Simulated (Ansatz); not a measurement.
`C/C([SiH3])=N\[SiH3]` + `[SiH3]P` → `[SiH3]P[SiH3]` + `C/C=N\[SiH3]`  (ligand exchange at the Si–C bond)

Calculated with Ansatz (gas phase, PBE0-D4/def2-TZVP geometries, no zero-point term in ΔE). CBS: MP2 limit from def2 TZ/QZ plus the TZ coupled-cluster correction, frozen cores. This one scheme is used for every species. Double bonds are as drawn, so ΔE can hold a change between cis and trans. Functionals use def2-TZVPP.

`C/C([SiH3])=N\[SiH3]`:

```xyz
14

C     1.167    1.012    0.103
C    -0.162    0.346   -0.096
Si   -1.688    1.382   -0.597
N    -0.412   -0.887    0.042
Si    0.538   -2.270    0.477
H     1.469    1.521   -0.818
H     1.945    0.304    0.394
H     1.083    1.791    0.868
H    -1.338    2.815   -0.808
H    -2.696    1.286    0.488
H    -2.244    0.824   -1.854
H    -0.092   -2.857    1.686
H     0.443   -3.227   -0.654
H     1.986   -2.040    0.770
```

`[SiH3]P`:

Z-matrix (Å, degrees):
```
Si
P 1 2.255
H 1 1.487 2 113.9
H 1 1.486 2 108.0 3 -121.2
H 1 1.486 2 108.0 3 121.2
H 2 1.421 1 93.8 3 -46.7
H 2 1.421 1 93.8 3 47.0
```

`[SiH3]P[SiH3]`:

Z-matrix (Å, degrees):
```
Si
P 1 2.250
H 1 1.487 2 113.6
H 1 1.486 2 108.7 3 121.5
H 1 1.486 2 107.4 3 -120.5
Si 2 2.250 1 95.8 3 47.4
H 2 1.422 1 94.6 3 -47.7
H 6 1.487 2 113.6 1 -47.4
H 6 1.486 2 108.7 1 -169.0
H 6 1.486 2 107.4 1 73.1
```

`C/C=N\[SiH3]`:

Cartesian coordinates in Å:
```
C 0.058 0.537 1.496
C 0.006 1.158 0.138
N -0.037 0.590 -0.985
Si -0.057 -1.074 -1.454
H 0.956 0.877 2.021
H -0.796 0.880 2.090
H 0.055 -0.552 1.457
H 0.007 2.259 0.152
H -0.015 -2.088 -0.355
H 1.124 -1.294 -2.327
H -1.301 -1.292 -2.233
```

Task: Is it downhill or uphill in electronic energy at CCSD(T)/CBS, and by how much? (Best estimate.)

Result: Ansatz gave: Downhill: ΔE = -45.6 kJ/mol.

Task: What do these levels give: PBE-D4, ωB97M-V, B2PLYP, PBE, r2SCAN, CCSD(T)/def2-TZVPP? (Best estimate.)

Result: The calculation gave: PBE-D4 -48.3, ωB97M-V -43.9, B2PLYP -42.9, PBE -48.3, r2SCAN -48.4, CCSD(T)/def2-TZVPP -43.6 kJ/mol.

Largest T1 diagnostic among the species: 0.013.
